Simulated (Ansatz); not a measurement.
CoO (SMILES [O]=[Co]), quartet (typed; the unrestricted solution is spin-contaminated), at a GFN2-xTB geometry (such geometries of metal compounds can be far from the true shape). Base run: HF/def2-SVP run with Ansatz (a program for electronic structure).

Ansatz was given this input:
Ansatz 0.2 input:
```yaml
crystal:
  periodic: [false, false, false]
  atoms:
    - {symbol: Co, position_ang: [-0.00000000, -0.00000000, -0.35224532]}
    - {symbol: O, position_ang: [0.00000000, 0.00000000, 1.18882794]}
basis:
  gaussian:
    orbitals: def2-SVP
hamiltonian:
  xc: hf
magnetization: {spin_polarized: true, initial_magnetization: 3}
```

The bond that is stretched is that between atoms 2 and 1. A test that says stable can miss a lower solution.

Each row names what was changed in the base input (with any setting that the change needs).

```
change                                                           ΔE vs base (kcal/mol)  <S^2>       stability test says
---------------------------------------------------------------  ---------------------  -----  ------------------------
base                                                                             0.000  4.514                   minimum
spin_polarized = on; lower_state_search = off                                     2.44  4.603  undecided (no full test)
spin_polarized = on; lower_state_search = standard                               0.000  4.514                   minimum
bond × 1.25                                                                     -40.49  4.755                   minimum
spin_polarized = on; lower_state_search = off; bond × 1.25                      -31.95  4.737  undecided (no full test)
spin_polarized = on; lower_state_search = standard; bond × 1.25                 -40.49  4.755                   minimum
bond × 1.5                                                                      -20.99  4.758                   minimum
spin_polarized = on; lower_state_search = off; bond × 1.5                       -10.56  4.756  undecided (no full test)
spin_polarized = on; lower_state_search = standard; bond × 1.5                  -20.99  4.758                   minimum
bond × 1.8                                                                        3.56  4.860                   minimum
spin_polarized = on; lower_state_search = off; bond × 1.8                        40.48  4.758  undecided (no full test)
spin_polarized = on; lower_state_search = standard; bond × 1.8                    3.56  4.860                   minimum
bond × 2.2                                                                        4.44  4.772                   minimum
spin_polarized = on; lower_state_search = off; bond × 2.2                        38.88  4.733  undecided (no full test)
spin_polarized = on; lower_state_search = standard; bond × 2.2                    4.44  4.772                   minimum
bond × 3.0                                                                        3.82  4.764                   minimum
spin_polarized = on; lower_state_search = off; bond × 3.0                        39.05  4.759  undecided (no full test)
spin_polarized = on; lower_state_search = standard; bond × 3.0                    3.82  4.764                   minimum
```

On stretching, the SCF can end on different states; <S^2> shows the spin contamination of each.
